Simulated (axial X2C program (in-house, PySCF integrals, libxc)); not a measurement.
Curves of ErI from open-shell CI on f12 s1

Computed with an in-house all-electron X2C program for linear molecules (integrals from PySCF): two-component X2C with atomic mean-field Coulomb and Gaunt terms, basis Er dyall-v3z, I dyall-v3z (cores contracted in-house). Orbitals come from Hartree–Fock averaged over the configuration Er f12 s1; CI then distributes these electrons over the f, s shells of Er. The speed of light was multiplied by 100, so these are model numbers.

Scan along the bond; masses Er 165.930 u, I 126.904 u. Energies in cm⁻¹ from the lowest point; levels are followed by energy order within each Ω. Lowest level at 3.065 Å: 100% f12 s1.

```json
{"R (Å)": "2.850", "(1)Ω=1/2": "1220", "(1)Ω=3/2": "1220", "(1)Ω=5/2": "1242", "(2)Ω=3/2": "1242", "(2)Ω=1/2": "1242", "(3)Ω=1/2": "1242", "(1)Ω=7/2": "1317"}
{"R (Å)": "2.958", "(1)Ω=1/2": "258", "(1)Ω=3/2": "258", "(1)Ω=5/2": "281", "(2)Ω=3/2": "281", "(2)Ω=1/2": "281", "(3)Ω=1/2": "282", "(1)Ω=7/2": "359"}
{"R (Å)": "3.065", "(1)Ω=1/2": "0", "(1)Ω=3/2": "0", "(1)Ω=5/2": "24", "(2)Ω=3/2": "24", "(2)Ω=1/2": "24", "(3)Ω=1/2": "24", "(1)Ω=7/2": "102"}
{"R (Å)": "3.188", "(1)Ω=1/2": "305", "(1)Ω=3/2": "305", "(1)Ω=5/2": "328", "(2)Ω=3/2": "328", "(2)Ω=1/2": "329", "(3)Ω=1/2": "329", "(1)Ω=7/2": "406"}
{"R (Å)": "3.310", "(1)Ω=1/2": "1038", "(1)Ω=3/2": "1038", "(1)Ω=5/2": "1062", "(2)Ω=3/2": "1062", "(2)Ω=1/2": "1062", "(3)Ω=1/2": "1062", "(1)Ω=7/2": "1137"}
{"R (Å)": "3.448", "(1)Ω=1/2": "2197", "(1)Ω=3/2": "2197", "(1)Ω=5/2": "2219", "(2)Ω=3/2": "2219", "(2)Ω=1/2": "2220", "(3)Ω=1/2": "2220", "(1)Ω=7/2": "2291"}
{"R (Å)": "3.617", "(1)Ω=1/2": "3883", "(1)Ω=3/2": "3883", "(1)Ω=5/2": "3904", "(2)Ω=3/2": "3904", "(2)Ω=1/2": "3904", "(3)Ω=1/2": "3904", "(1)Ω=7/2": "3970"}
```

(1) Fit the curves (1)Ω=1/2, (1)Ω=3/2, (1)Ω=5/2, (2)Ω=3/2, (2)Ω=1/2, (3)Ω=1/2, (1)Ω=7/2 near their minima.

The 7 lowest curves are shown; the next is (2)Ω=5/2, from 103 cm⁻¹.

Dynamic correlation is missing, so gaps between terms are too wide and other configurations may lie lower; the lowest level listed is that of this model, not necessarily the ground state. At most 4 roots were kept for each Ω > 0 (twice that for Ω = 0) within 2.2 eV of the lowest, so higher up levels can be missing between those listed; levels with Ω > 0 are doubly degenerate and listed once, Ω = 0 levels singly.

Results:

(1) From the open-shell CI curves, Te from the lowest:

```
   level  Te (cm⁻¹)  Re (Å)  ωe (cm⁻¹)
(1)Ω=1/2          0   3.061      142.5
(1)Ω=3/2          0   3.061      142.5
(1)Ω=5/2         24   3.061      142.5
(2)Ω=3/2         24   3.061      142.5
(2)Ω=1/2         24   3.061      142.5
(3)Ω=1/2         24   3.061      142.5
(1)Ω=7/2        102   3.061      142.2
```

Without dynamic correlation distances can be off by several hundredths of an Å (long for ionic bonds, short for multiple bonds) and the wavenumbers are rough.
